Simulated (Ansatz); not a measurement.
`C[Si](F)(Cl)[GeH3]` + `[SH][GeH3]` → `[GeH3][S][GeH3]` + `C[SiH](F)Cl` at 298.15 K and 1 bar (cleavage of the Ge–Si bond).

Gas-phase electronic energies from Ansatz, PBE0-D4/def2-TZVP geometries. CCSD(T)/CBS adds triple-zeta CCSD(T) − MP2 to the extrapolated MP2 energy (def2 sets, frozen cores). For Ge outer-core shells are correlated without core-valence functions, which leaves a few kJ/mol of doubt a bond. Scalar relativity is left out up to krypton.

```json
{"species": "`C[Si](F)(Cl)[GeH3]`", "CCSD(T)/CBS energy (Eh)": "-2966.56047", "H − E (kJ/mol)": "197.2", "S (J/(mol·K))": "393.5"}
{"species": "`[SH][GeH3]`", "CCSD(T)/CBS energy (Eh)": "-2476.30083", "H − E (kJ/mol)": "99.2", "S (J/(mol·K))": "286.9"}
{"species": "`[GeH3][S][GeH3]`", "CCSD(T)/CBS energy (Eh)": "-4553.63258", "H − E (kJ/mol)": "148.7", "S (J/(mol·K))": "358.4"}
{"species": "`C[SiH](F)Cl`", "CCSD(T)/CBS energy (Eh)": "-889.24457", "H − E (kJ/mol)": "149.3", "S (J/(mol·K))": "318.0"}
```

H − E and S are ideal-gas, rigid-rotor, harmonic terms from PBE0-D4/def2-TZVP, for one conformer and one mirror image of each species. 1 Eh = 2625.50 kJ/mol, R = 8.31446 J/(mol·K).

Problem. By hand: ΔE, ΔH, ΔS and ΔG.

Solution. ΔE = (-4553.63258) + (-889.24457) − (-2966.56047) − (-2476.30083) = -0.01585 Eh = -41.6 kJ/mol. Δ(H − E) = 148.7 + 149.3 − 197.2 − 99.2 = 1.6, so ΔH = -40.0 kJ/mol. ΔS = 358.4 + 318.0 − 393.5 − 286.9 = -4.0 J/(mol·K). ΔG = -40.0 − 298.15 × (-4.0)/1000 = -38.8 kJ/mol.

Problem. By hand: the equilibrium constant, and the temperature at which ΔG would vanish if ΔH and ΔS stayed fixed.

Solution. log₁₀ K = −ΔG/(RT ln 10) = 6.8. ΔG = 0 at ΔH/ΔS = 10000 K, far beyond where these terms or the molecules hold.

The number of gas molecules stays the same, so ΔS is small and ΔH decides. A doubt of 5 kJ/mol in ΔE shifts log₁₀ K by 0.9 here. Other conformers and mirror images would add mixing entropy, several J/(mol·K) or more a flexible species. Modes under 60 cm⁻¹, often nearly free rotors, make the harmonic entropy too high. These are equilibria of isolated gas molecules and say nothing of rates. Largest T1 diagnostic: 0.011 (customary marks: 0.02 for closed shells, 0.045 for open ones).
